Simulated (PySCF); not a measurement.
Ar⁺: excitation energy

Ar⁺ [Ne] 3s2 3p5 (2P) → Ar⁺ [Ne] 3s2 3p4 4s1 (4P), as a difference of total energies. Computed with PySCF 2.14 in x2c-TZVPPall with one added diffuse shell each of s, p, d type (6s6p4d1f, 51 functions), with scalar relativity by spin-free X2C-1e. Correlated levels: valence: [Ne] frozen. The calculations carry no spin-orbit coupling.

| method | excitation energy (eV) |
| --- | --- |
| UHF | 16.058 |
| MP2 (valence) | 16.575 |
| SCS-MP2 (valence) | 16.701 |
| CCSD (valence) | 16.540 |
| CCSD(T) (valence) | 16.541 |

Task: How much does correlation contribute at CCSD(T) (valence)?

Result: 16.541 − (16.058) = 0.483 eV, measured against UHF.

Errors of the correlated levels include the incompleteness of this basis and the frozen core.

For comparison: 16.648 eV (measured; NIST levels, between the centres of gravity of the two terms).
